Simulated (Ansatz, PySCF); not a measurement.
Process, species as SMILES: [CH3][Ge]([CH3])([CH3])[CH3] [tetramethylgermane] + 4 [H][H] (H2) -> 4 C (CH4) + [GeH4] (GeH4)
Structures are relaxed separately at B3LYP-D3(BJ)/def2-TZVP in Ansatz (a program for electronic structure). Frequencies are from Ansatz or PySCF.

Quantity: energy of full hydrogenation (enthalpy at 298 K, with B3LYP-D3(BJ) rigid-rotor harmonic-oscillator terms), in eV. Valence correlation only, unless marked. Spin-orbit coupling is left out. Frozen are the shells of the preceding noble gas and the d and f shells that filled before the atom's block. No relativistic terms. CBS marks a two-point X^-3 extrapolation of the correlation energy; Hartree-Fock from the larger set.

CCSD(T)/CBS(cc-pVTZ,cc-pVQZ) (Ansatz) gives -1.07 eV.

Another calculation gave -1.56 eV. Which level was it?
A. LC-wPBE/def2-TZVPD (Ansatz)
B. B3LYP/def2-TZVPD (Ansatz)
C. BHLYP/def2-TZVPD (Ansatz)
D. SVWN5/def2-TZVPD (Ansatz)

B, B3LYP/def2-TZVPD (Ansatz). The others give -1.17 (SVWN5), -1.68 (BHLYP), -1.35 (LC-wPBE) eV.
